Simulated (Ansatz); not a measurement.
Reactions of C₂H₆GeOSi, SMILES `[OH][GeH2][C]#C[SiH3]`.

Calculated with Ansatz (gas phase, PBE0-D4/def2-TZVP geometries, no zero-point term in ΔE). CCSD(T)/CBS adds triple-zeta CCSD(T) − MP2 to the extrapolated MP2 energy (def2 sets, frozen cores). Elements past krypton have def2 core potentials. For As, Ge, In outer-core shells are correlated without core-valence functions, which leaves a few kJ/mol of doubt a bond. Scalar relativity is left out up to krypton. Each species was taken in one conformer, which may not be the lowest.

```
                                                                                          reaction  CCSD/CBS(def2) (kJ/mol)
                         `[OH][GeH2][C]#C[SiH3]` + `N[AsH2]` → `[SiH3]N[AsH2]` + `C#[C][GeH2][OH]`                      -17
`[OH][GeH2][C]#C[SiH3]` + `[CH3][In]([NH2])[OH]` → `[CH3][In]([NH2])[O][SiH3]` + `C#[C][GeH2][OH]`                      -75
                 `[OH][GeH2][C]#C[SiH3]` + `CO[SiH](O)Cl` → `[OH][GeH2][SiH](O)Cl` + `COC#C[SiH3]`                      211
                                 `[OH][GeH2][C]#C[SiH3]` + `FCS` → `FCS[SiH3]` + `C#[C][GeH2][OH]`                      -12
                                 `[OH][GeH2][C]#C[SiH3]` + `CSS` → `C[S][GeH2][OH]` + `[SiH3]C#CS`                      -17
       `[OH][GeH2][C]#C[SiH3]` + `O[SiH2]C[SiH2]O` → `O[SiH2][CH2][GeH2][OH]` + `O[SiH2]C#C[SiH3]`                      -16
      `[OH][GeH2][C]#C[SiH3]` + `[BH2][GeH2][CH3]` → `[SiH3]C#[C][GeH3]` + `[BH2][GeH]([CH3])[OH]`                       -3
```

(1) Give the CCSD(T)/CBS values in the same order. (Best estimate.)

Largest T1 diagnostic: 0.015, for `[CH3][In]([NH2])[OH]`.

Results:

(1) Ansatz gave: -15, -72, 207, -12, -18, -16, -3 kJ/mol.
